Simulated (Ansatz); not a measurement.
`OC(O)Cl` and `BOC(O)O` differ in one atom or group.

Ansatz, PBE0-D4/def2-TZVP geometries, multiplicity 1. Each molecule was computed in one conformer, which needn't be the lowest.

```json
{"property": "HOMO–LUMO gap (B3LYP/def2-TZVPP) / eV", "`OC(O)Cl`": "8.73"}
{"property": "LUMO energy (PBE0/def2-TZVPP) / eV", "`OC(O)Cl`": "0.78"}
{"property": "size of the dipole moment (B3LYP/def2-TZVPP) / D", "`OC(O)Cl`": "2.17"}
{"property": "HOMO energy (PBE/def2-TZVPP) / eV", "`OC(O)Cl`": "-7.00"}
{"property": "HOMO energy (ωB97M-V/def2-TZVPP) / eV", "`OC(O)Cl`": "-10.96"}
{"property": "size of the dipole moment (PBE/def2-TZVPP) / D", "`OC(O)Cl`": "2.17"}
```

Problem. Give the same properties after the change, and the shifts. (An estimate is asked.)

Solution. The calculation gave: 
| property | `BOC(O)O` | shift |
| --- | --- | --- |
| HOMO–LUMO gap (B3LYP/def2-TZVPP) / eV | 7.64 | -1.09 |
| LUMO energy (PBE0/def2-TZVPP) / eV | -0.67 | -1.45 |
| size of the dipole moment (B3LYP/def2-TZVPP) / D | 1.23 | -0.94 |
| HOMO energy (PBE/def2-TZVPP) / eV | -7.22 | -0.22 |
| HOMO energy (ωB97M-V/def2-TZVPP) / eV | -11.17 | -0.21 |
| size of the dipole moment (PBE/def2-TZVPP) / D | 1.21 | -0.96 |

With PBE0 the HOMO falls by 0.16 eV and the LUMO falls by 1.45 eV, so the gap narrows by about 1.29 eV. PBE moves the HOMO by -0.22 eV and ωB97M-V by -0.21 eV. Dipoles are sizes alone; their direction can turn.

B3LYP here is the variant with VWN-RPA as its local correlation; programs differ in this.
